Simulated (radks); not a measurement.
Problem. Species: the platinum ion Pt37+. Configuration: [Kr] 4d4 7f1 (not the ground configuration). Calculated with a radial shooting solver on a logarithmic mesh with Libxc functionals: scalar-relativistic Kohn-Sham, PBE, spin-polarised, spherical densities, point nucleus; open shells are filled with parallel spins first (spin-orbit coupling, left out, can overturn this in heavy ions). Some entries of the table are withheld. Estimate them.

orbital  occ.  eigenvalue (eV)  <1/r> (bohr^-1)  r(max) (bohr)
1s up       1        -80076.60            94.02        0.01061
1s down     1        -80076.53            94.02        0.01061
2s up       1        -15423.57            22.03        0.06121
2s down     1        -15418.83            22.04        0.06120
2p up       3        -13583.99            19.67        0.05059
2p down     3        -13580.11            19.67        0.05058
3s up       1        -4842.006            8.242         0.1719
3s down     1        -4839.471            8.245         0.1719
3p up       3        -4305.077            7.547         0.1709
3p down     3        -4302.271            7.549         0.1709
3d up       5        -3734.876            7.106         0.1389
3d down     5        -3730.771            7.106         0.1390
4s up       1        -2127.094            3.885         0.3714
4s down     1        -2114.852            3.883         0.3713
4p up       3        -1931.178            3.603         0.3843
4p down     3        -1919.106            3.600         0.3842
4d up       4              (1)            3.368         0.3794
4d down     0              (2)            3.366         0.3793
7f up       1        -435.1081              (3)          1.788

Solution. 
(1) 4d up eigenvalue (eV): -1708.132
(2) 4d down eigenvalue (eV): -1696.090
(3) 7f up <1/r> (bohr^-1): 0.8728
